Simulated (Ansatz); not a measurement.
Consider the formal exchange of groups at a B–Ga bond: `C[BH][Ga]([CH3])[F]` + `C[SiH2]F` → `CB[SiH](C)F` + `[CH3][GaH][F]`.

Calculated with Ansatz (gas phase, PBE0-D4/def2-TZVP geometries, no zero-point term in ΔE). CCSD(T)/CBS adds triple-zeta CCSD(T) − MP2 to the extrapolated MP2 energy (def2 sets, frozen cores). DFT in def2-TZVPP. For Ga outer-core shells are correlated without core-valence functions, which leaves a few kJ/mol of doubt a bond. Scalar relativity is left out up to krypton. Each species was taken in one conformer, which may not be the lowest.

`C[BH][Ga]([CH3])[F]`:

Z-matrix (Å, degrees):
```
C
B 1 1.552
H 1 1.090 2 117.1
H 1 1.093 2 114.0 3 130.5
H 1 1.106 2 102.9 3 -116.3
Ga 2 2.092 1 124.6 3 20.0
H 2 1.202 1 117.5 3 -163.2
F 6 1.783 2 111.6 1 -91.3
C 6 1.961 2 138.5 1 89.1
H 9 1.093 6 109.3 2 123.7
H 9 1.093 6 109.3 2 -119.2
H 9 1.091 6 113.1 2 2.1
```

`C[SiH2]F`:

Z-matrix (Å, degrees):
```
C
Si 1 1.853
H 1 1.094 2 110.1
H 1 1.092 2 111.0 3 -119.6
H 1 1.092 2 111.1 3 119.7
F 2 1.604 1 109.4 3 179.8
H 2 1.485 1 111.5 3 61.3
H 2 1.485 1 111.5 3 -61.7
```

`CB[SiH](C)F`:

```xyz
13

C     1.977    0.415   -0.415
B     1.059   -0.739    0.077
Si   -0.922   -0.718   -0.283
C    -1.777    0.623    0.698
F    -1.624   -2.124    0.082
H     2.783    0.658    0.283
H     1.483    1.332   -0.744
H     2.487   -0.006   -1.298
H     1.574   -1.660    0.650
H    -1.177   -0.494   -1.738
H    -2.849    0.629    0.487
H    -1.373    1.603    0.430
H    -1.641    0.480    1.772
```

`[CH3][GaH][F]`:

Z-matrix (Å, degrees):
```
C
Ga 1 1.950
H 1 1.091 2 110.1
H 1 1.093 2 109.4 3 -118.5
H 1 1.091 2 111.7 3 122.0
F 2 1.767 1 114.1 3 28.2
H 2 1.559 1 133.5 3 -152.5
```

```tsv
species	PBE energy (Eh)
`C[BH][Ga]([CH3])[F]`	-2129.53533
`C[SiH2]F`	-430.27736
`CB[SiH](C)F`	-494.94501
`[CH3][GaH][F]`	-2064.86334
```

Question: Work out ΔE.

Answer: ΔE = (-494.94501) + (-2064.86334) − (-2129.53533) − (-430.27736) = 0.00434 Eh = +0.12 eV. CCSD(T)/CBS gives +0.17 eV.

Largest T1 diagnostic among the species: 0.013.
